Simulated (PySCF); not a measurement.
Choosing a molecule for a target property.

Species are written as SMILES; each is one conformer at its optimised geometry, gas phase, non-relativistic unless stated; the electronic structure was computed with PySCF and density fitting.

Dipoles, sizes and rotational constants follow the conformer. The torsions of the flexible species, by atom-mapped SMILES:
- `[CH2:1]=[CH:2][O:3]/[CH:4]=[CH:5]\[C:6](=[O:7])[OH:8]`: C1–C2–O3–C4 180°, C2–O3–C4–C5 180°, C4–C5–C6–O7 0°, H–O8–C6–C5 180°
- `[SH:1][C@H:2]1[CH2:3][c:4]2[cH:5][cH:6][cH:7][cH:8][c:9]21`: H–S1–C2–C3 -161°
- `[CH2:1]=[C:2]1[CH:3]=[C:4]([C:5]([CH3:6])=[S:7])[C:8]1=[CH2:9]`: C3–C4–C5–C6 0°
- `[CH3:1][CH2:2]/[C:3]([F:4])=[CH:5]/[C:6]#[N:7]`: C1–C2–C3–F4 -69°

(1) Wanted: dipole moment below 2 D (PBE0/def2-SVPD) and lowest singlet excitation above 3 eV (TDDFT PBE0/def2-SVPD), at GFN2-xTB geometries. Which candidate meets both?
A. `C=C1C=C(C(C)=S)C1=C`
B. `C(#N)/C=C(/CC)F`
C. `O=C(/C=C\OC=C)O`
D. `c1c2C[C@H](S)c2ccc1`

(2) Wanted: static isotropic polarisability between 74 au and 120 au (PBE0/def2-SVPD) and lowest triplet excitation (Tamm–Dancoff) below 3.9 eV (TDA PBE0/def2-SVPD), at GFN2-xTB geometries. Which candidate meets both?
A. `C(#N)/C=C(/CC)F`
B. `C=C1C=C(C(C)=S)C1=C`
C. `c1c2C[C@H](S)c2ccc1`
D. `O=C(/C=C\OC=C)O`

(3) Wanted: electronic spatial extent ⟨r²⟩ about the centre of nuclear charge below 1300 bohr² (PBE0/def2-SVPD) and HOMO–LUMO gap below 6.4 eV (PBE0/def2-SVPD), at GFN2-xTB geometries. Which candidate meets both?
A. `C(#N)/C=C(/CC)F`
B. `C=C1C=C(C(C)=S)C1=C`
C. `O=C(/C=C\OC=C)O`
D. `c1c2C[C@H](S)c2ccc1`

## Answers

(1) D. Computed values:
```
            species  dipole moment  lowest singlet excitation
c1c2C[C@H](S)c2ccc1         1.56 D                    4.99 eV
    O=C(/C=C\OC=C)O         2.77 D                    4.79 eV
C=C1C=C(C(C)=S)C1=C         3.26 D                    1.89 eV
    C(#N)/C=C(/CC)F         5.64 D                    6.22 eV
```

(2) D. Computed values:
| species | static isotropic polarisability | lowest triplet excitation (Tamm–Dancoff) |
| --- | --- | --- |
| C(#N)/C=C(/CC)F | 67.8 au | 3.74 eV |
| O=C(/C=C\OC=C)O | 80.3 au | 3.46 eV |
| c1c2C[C@H](S)c2ccc1 | 109.7 au | 4.06 eV |
| C=C1C=C(C(C)=S)C1=C | 133.0 au | 1.45 eV |

(3) C. Computed values:
```
            species  electronic spatial extent ⟨r²⟩ about the centre of nuclear charge  HOMO–LUMO gap
    C(#N)/C=C(/CC)F                                                          921 bohr²        6.59 eV
    O=C(/C=C\OC=C)O                                                         1261 bohr²        5.69 eV
c1c2C[C@H](S)c2ccc1                                                         1411 bohr²        6.13 eV
C=C1C=C(C(C)=S)C1=C                                                         1558 bohr²        3.37 eV
```
